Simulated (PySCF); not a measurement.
Spin states of InCl

Unrestricted PBE0; In def2-TZVPPD with ECP28, Cl def2-TZVPPD; scalar-relativistic core potentials (PySCF 2.14). Outer shells of the fragments: In 4d10 5s2 5p1; Cl 3s2 3p5.

Followed along the bond (rough minima from three points):

| 2Ms+1 | unpaired | ⟨S²⟩ at the start | R at minimum (Å) | Te (eV) |
| --- | --- | --- | --- | --- |
| 1 | none | 0.00 | 2.42 | 0.00 |
| 3 | σ ↑, π ↑ | 2.00 | 2.37 | 3.41 |

Solutions found at the starting distance of 2.360 Å, counted from the lowest of them; the search is not exhaustive and high or unbound solutions are not listed, so other states can lie among these:

| 2Ms+1 | unpaired | term | E (eV) | ⟨S²⟩ | ⟨Lz²⟩ | μ (D) |
| --- | --- | --- | --- | --- | --- | --- |
| 1 | none | ¹Σ⁺ | 0.00 | 0.00 | 0.00 | -3.16 |
| 3 | σ ↑, π ↑ | ³Π | 3.39 | 2.00 | 1.00 | -2.16 |
| 1 | σ ↓, π ↑ | mixed | 3.89 | 1.01 | 1.00 | -1.67 |
| 3 | σ ↑↑ | ³Σ⁺ | 5.36 | 2.00 | 0.00 | -0.11 |
| 3 | π ↑↑ | mixed | 5.64 | 2.01 | 2.01 | 2.88 |
| 3 | π ↑↑ | mixed | 5.79 | 2.01 | 2.02 | 3.02 |

A term symbol is given only where ⟨S²⟩ and ⟨Lz²⟩ are close to those of a pure state; real π, δ and φ orbitals otherwise mix terms. A positive dipole means In(−)Cl(+).

Spin–orbit coupling is left out. Counting both spins, an empty level lies below a filled one in some of these solutions, because spin and occupation are held.
